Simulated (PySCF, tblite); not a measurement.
One entry of a table of gas-phase calculations, keyed by method. Lists by class give the value and the number of equivalent atoms.

```json
{
 "formula": "C5H9N3S",
 "smiles": "CSc1nnn(C)c1C",
 "inchi": "InChI=1S/C5H9N3S/c1-4-5(9-3)6-7-8(4)2/h1-3H3",
 "charge": 0,
 "multiplicity": 1,
 "geometry_level": "GFN2-xTB",
 "electronic_structure_code": "PySCF",
 "results": {
  "GFN2-xTB geometry": {
   "point_group": "Cs",
   "rotational_constants_GHz": [2.955, 0.977, 0.744]
  },
  "PBE0/pcSseg-1 ground state and GIAO shieldings, non-relativistic": {
   "dipole_D": 3.64,
   "homo_eV": -5.89,
   "lumo_eV": 0.14,
   "shift_vs_computed_TMS_C_by_class_ppm": [
    [146.6, 1],
    [131.8, 1],
    [35.0, 1],
    [18.7, 1],
    [9.6, 1]
   ],
   "shift_vs_computed_TMS_H_by_class_ppm": [
    [3.98, 3],
    [2.76, 3],
    [2.35, 3]
   ],
   "shielding_other_nuclei_by_class_ppm": [
    ["N", -132.9, 1],
    ["N", -101.1, 1],
    ["N", 6.2, 1],
    ["S", 551.6, 1]
   ]
  },
  "GFN2-xTB harmonic vibrations, gas phase": {
   "strongest_ir_bands_cm-1_km_per_mol_modes": [
    [1076.9, 74.1, 1],
    [1267.5, 26.6, 1],
    [1303.5, 63.9, 1],
    [1359.6, 90.0, 1],
    [1554.7, 27.4, 1],
    [3002.6, 35.4, 1]
   ],
   "zpe_kcal_per_mol": 87.8
  }
 }
}
```

With B = h/(8π²I), that is 505.379 GHz u Å² over I, the principal moments of inertia are 171.0, 517.4 and 678.9 u Å² (most abundant isotopes).

One conformer (not necessarily the lowest) at the GFN2-xTB geometry, without solvent or vibrations. NMR classes are plain means over equivalent atoms (diastereotopic ones count apart unless rotation or inversion swaps them), as if these changed places fast; in this geometry the members of some classes differ.

The values belong to the conformer `[CH3:1][S:2][c:3]1[n:4][n:5][n:6]([CH3:7])[c:8]1[CH3:9]`: C1–S2–C3–N4 0°.
